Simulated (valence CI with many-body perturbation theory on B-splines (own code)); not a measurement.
# Pb48+: calculated level list

Method: relativistic CI+MBPT: six valence electrons over a frozen Dirac-Fock core [Ar] 3d10, a basis of 9 s, 9 p, 8 d, 6 f, 3 g, 1 h functions for each j, with the one-electron correlation potential Σ1 (screened to all orders), the two-electron term Σ2, the three-electron term Σ3, Breit, model QED; selected single and double excitations, second order for the rest, scaled by the run's own slope (own B-spline code, finite nucleus).

No measured spectrum was set against this ion. As an estimate, large intervals hold to a few tenths of a per cent, small ones and those within an open d or f shell to about a per cent. Among the levels kept, up to 630 cm⁻¹ of a level comes from second order outside the variational space, and about a tenth of that is noise between levels of different J, which matters for small intervals.

Levels 1 to 43 of 43, with energies above the lowest level, (4s^2 4p1/2^2 4p3/2^2) J=2. "Leading %" is the weight of the configuration and term that name the level; weights of strongly mixed levels are sums over their largest components and can fall short, so below about 35 % the name and the second component can differ from the true leading terms, or belong to a minority configuration. In the jj column 3d3/2^4 stands for four electrons in 3d with j = 3/2. Lifetimes count E1, E2, E3, M1 and M2 decay at the calculated energies, and are blank where another channel may lead or the interval is too uncertain; long ones can be off by a factor of two.

```
No.  Configuration  Term  J  E (× 10³ cm⁻¹)  Leading %  Lifetime   Second component                       Leading jj
  1         4s²4p⁴    ³P  2            0.00         68               31 % 4s²4p⁴ ¹D      4s^2 4p1/2^2 4p3/2^2 (99 %)
  2         4s²4p⁴    ¹S  0           83.20         63    140 ms     36 % 4s²4p⁴ ³P      4s^2 4p1/2^2 4p3/2^2 (99 %)
  3         4s²4p⁴    ³P  1          1302.2         99   21.8 ns                           4s^2 4p1/2 4p3/2^3 (99 %)
  4         4s²4p⁴    ¹D  2          1343.5         68   43.1 ns     31 % 4s²4p⁴ ³P        4s^2 4p1/2 4p3/2^3 (99 %)
  5       4s²4p³4d   ³D°  2          1470.3         31   60.2 ps  20 % 4s²4p³4d ³F°  4s^2 4p1/2^2 4p3/2 4d3/2 (98 %)
  6       4s²4p³4d   ³P°  0          1498.2         61   1.54 μs  27 % 4s²4p³4d ⁵D°  4s^2 4p1/2^2 4p3/2 4d3/2 (99 %)
  7       4s²4p³4d   ³D°  1          1502.2         31   27.0 ps  28 % 4s²4p³4d ³P°  4s^2 4p1/2^2 4p3/2 4d3/2 (98 %)
  8       4s²4p³4d   ³F°  3          1507.7         28    556 ps  20 % 4s²4p³4d ³G°  4s^2 4p1/2^2 4p3/2 4d3/2 (96 %)
  9       4s²4p³4d   ³F°  4          1764.2         49   4.63 μs  26 % 4s²4p³4d ⁵D°  4s^2 4p1/2^2 4p3/2 4d5/2 (99 %)
 10       4s²4p³4d   ³D°  2          1791.0         31   5.66 ps  22 % 4s²4p³4d ³P°  4s^2 4p1/2^2 4p3/2 4d5/2 (95 %)
 11       4s²4p³4d   ³D°  3          1894.4         40   1.34 ps  18 % 4s²4p³4d ³F°  4s^2 4p1/2^2 4p3/2 4d5/2 (94 %)
 12       4s²4p³4d   ³D°  1          1929.8         35   2.20 ps  30 % 4s²4p³4d ³P°  4s^2 4p1/2^2 4p3/2 4d5/2 (96 %)
 13          4s4p⁵   ³P°  2          2310.3         89   1.33 ps                           4s 4p1/2^2 4p3/2^3 (89 %)
 14          4s4p⁵   ¹P°  1          2424.0         50    768 fs     35 % 4s4p⁵ ³P°        4s 4p1/2^2 4p3/2^3 (85 %)
 15         4s²4p⁴    ³P  0          2678.5         63   8.28 ns     35 % 4s²4p⁴ ¹S              4s^2 4p3/2^4 (98 %)
 16       4s²4p³4d   ³F°  2          2730.7         44   83.5 ps  29 % 4s²4p³4d ⁵D°  4s^2 4p1/2 4p3/2^2 4d3/2 (98 %)
 17       4s²4p³4d   ³D°  1          2730.8         45   8.25 ps  41 % 4s²4p³4d ⁵D°  4s^2 4p1/2 4p3/2^2 4d3/2 (96 %)
 18       4s²4p³4d   ⁵D°  0          2735.3         52   35.7 ps  26 % 4s²4p³4d ¹S°  4s^2 4p1/2 4p3/2^2 4d3/2 (97 %)
 19       4s²4p³4d   ³G°  3          2766.6         32   27.7 ps  30 % 4s²4p³4d ³F°  4s^2 4p1/2 4p3/2^2 4d3/2 (96 %)
 20       4s²4p³4d   ³G°  4          2804.4         50    122 ns  36 % 4s²4p³4d ¹G°  4s^2 4p1/2 4p3/2^2 4d3/2 (99 %)
 21       4s²4p³4d   ³F°  2          2856.3         65   5.99 ps  23 % 4s²4p³4d ¹D°  4s^2 4p1/2 4p3/2^2 4d3/2 (96 %)
 22       4s²4p³4d   ³D°  3          2936.9         45    340 fs  22 % 4s²4p³4d ¹F°  4s^2 4p1/2 4p3/2^2 4d3/2 (93 %)
 23       4s²4p³4d   ³P°  2          2947.1         37    301 fs  26 % 4s²4p³4d ³D°  4s^2 4p1/2 4p3/2^2 4d3/2 (91 %)
 24       4s²4p³4d   ³S°  1          2957.6         37    266 fs  32 % 4s²4p³4d ³P°  4s^2 4p1/2 4p3/2^2 4d3/2 (89 %)
 25      4s²4p²4d²    ³F  2          2968.2         39   20.6 ps  24 % 4s²4p²4d² ⁵G      4s^2 4p1/2^2 4d3/2^2 (98 %)
 26       4s²4p³4d   ³D°  3          3010.7         52   12.5 ps  22 % 4s²4p³4d ⁵D°  4s^2 4p1/2 4p3/2^2 4d5/2 (96 %)
 27       4s²4p³4d   ⁵D°  4          3012.2         52   27.8 ns  21 % 4s²4p³4d ³G°  4s^2 4p1/2 4p3/2^2 4d5/2 (99 %)
 28       4s²4p³4d   ³D°  1          3027.4         43    302 fs  34 % 4s²4p³4d ¹P°  4s^2 4p1/2 4p3/2^2 4d3/2 (90 %)
 29      4s²4p²4d²    ³P  0          3052.3         57   15.7 ps  28 % 4s²4p²4d² ⁵D      4s^2 4p1/2^2 4d3/2^2 (97 %)
 30       4s²4p³4d   ³F°  4          3066.4         70    111 ns  28 % 4s²4p³4d ¹G°  4s^2 4p1/2 4p3/2^2 4d5/2 (99 %)
 31       4s²4p³4d   ³D°  1          3076.5         40   4.95 ps  26 % 4s²4p³4d ¹P°  4s^2 4p1/2 4p3/2^2 4d5/2 (90 %)
 32       4s²4p³4d   ¹S°  0          3081.2         50   10.3 ps  45 % 4s²4p³4d ³P°  4s^2 4p1/2 4p3/2^2 4d5/2 (94 %)
 33       4s²4p³4d   ³G°  5          3081.6         99    118 ns                     4s^2 4p1/2 4p3/2^2 4d5/2 (99 %)
 34       4s²4p³4d   ³D°  2          3154.6         44   84.3 ps  39 % 4s²4p³4d ³P°  4s^2 4p1/2 4p3/2^2 4d5/2 (99 %)
 35       4s²4p³4d   ¹F°  3          3185.8         36    761 ps  32 % 4s²4p³4d ³F°  4s^2 4p1/2 4p3/2^2 4d5/2 (99 %)
 36       4s²4p³4d   ³D°  2          3221.9         44   1.24 ps  18 % 4s²4p³4d ¹D°  4s^2 4p1/2 4p3/2^2 4d5/2 (94 %)
 37       4s²4p³4d   ³S°  1          3233.2         34    972 fs  28 % 4s²4p³4d ¹P°  4s^2 4p1/2 4p3/2^2 4d5/2 (93 %)
 38       4s²4p³4d   ¹F°  3          3266.6         46    982 fs  18 % 4s²4p³4d ³D°  4s^2 4p1/2 4p3/2^2 4d5/2 (92 %)
 39       4s²4p³4d   ³P°  2          3282.6         42    694 fs  33 % 4s²4p³4d ¹D°  4s^2 4p1/2 4p3/2^2 4d5/2 (93 %)
 40      4s²4p²4d²    ³F  3          3283.6         30   3.82 ps  22 % 4s²4p²4d² ⁵G  4s^2 4p1/2^2 4d3/2 4d5/2 (92 %)
 41      4s²4p²4d²    ¹G  4          3313.5         20   6.05 ps  18 % 4s²4p²4d² ³H  4s^2 4p1/2^2 4d3/2 4d5/2 (82 %)
 42      4s²4p²4d²    ³P  2          3320.2         20   3.14 ps   8 % 4s²4p²4d² ¹D  4s^2 4p1/2^2 4d3/2 4d5/2 (91 %)
 43      4s²4p²4d²    ³P  1          3340.0         35   2.73 ps  33 % 4s²4p²4d² ⁵D  4s^2 4p1/2^2 4d3/2 4d5/2 (94 %)
```

The ionisation energy to 4s²4p³ ²P°3/2 of the next ion comes out as 2674 eV (NIST: 2671 ± 4 eV (theoretical)). All 43 levels together are meant to be complete up to 3350.8 × 10³ cm⁻¹.
